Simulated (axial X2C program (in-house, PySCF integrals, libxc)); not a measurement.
HMoH⁻: properties at the nuclei

Calculated with an axial X2C code built on PySCF integrals: two-component X2C with atomic mean-field Coulomb and Gaunt terms, Gaussian nuclei, basis H dyall-v3z, Mo dyall-v3z with contracted cores.

H–Mo–H held linear, with bonds 1.886 and 1.886 Å (near the PBE0 minimum at charge -1 of the determinant lowest at the starting distance; the state shown can have its own minimum elsewhere, held linear; other orders of the atoms were not compared).

Determinant lowest in the PBE0 search, Ω = 5/2 (⟨Sz⟩ = 2.50, ⟨Lz⟩ = 0.00 at PBE0), spin on the atoms H -0.08, Mo 2.65, H -0.08:

```json
{"level": "PBE0", "A∥/gI H (MHz)": "-0.824", "qzz H (a.u.)": "0.06", "A∥/gI Mo (MHz)": "260", "qzz Mo (a.u.)": "-3.86"}
{"level": "HF", "A∥/gI H (MHz)": "-2.57", "qzz H (a.u.)": "0.07", "A∥/gI Mo (MHz)": "86.7", "qzz Mo (a.u.)": "-4.18"}
{"level": "TPSSh", "A∥/gI H (MHz)": "0.202", "qzz H (a.u.)": "0.06", "A∥/gI Mo (MHz)": "254", "qzz Mo (a.u.)": "-3.82"}
```

A∥ (defined per Ω) follows by multiplying with gI = μI/(I μN); qzz is the electric field gradient, eQq0 = 234.96 MHz × Q/barn × qzz. The operators were transformed with the bare-nucleus X2C matrices; with these basis sets, hyperfine constants and field gradients can be off by tens of per cent, and where levels differ in sign neither size nor sign is settled.

(1) With Q(95Mo) = -0.022 barn (Q from Pyykkö, Mol. Phys. 2018), turn the PBE0 values of the first state into constants in MHz.

The molecule was held linear; bending was not examined, so a bent shape may lie lower.

Each state is one determinant with collinear spin, which with several unpaired electrons need not be a pure state. Unrestricted Hartree–Fock can overshoot spin polarisation at the nuclei. For an anion, determinants above electron detachment, or with a positive highest level, are held by the basis set. This is the top spin component of a Σ state; components of lower Ω are not single determinants and can lie lower. With several open shells hyperfine constants can be off by a factor of several. The search compared states at one distance, so a state with another bond length can lie lower. Further determinants of the search, some of them spin-mixed, are not shown. Where a field gradient or hyperfine factor spreads by more than a factor of two over the levels, a constant derived from it is not to be relied on.

## Answers

(1) eQq0(95Mo) = 234.96 × (-0.022) × (-3.86) = 20 MHz.
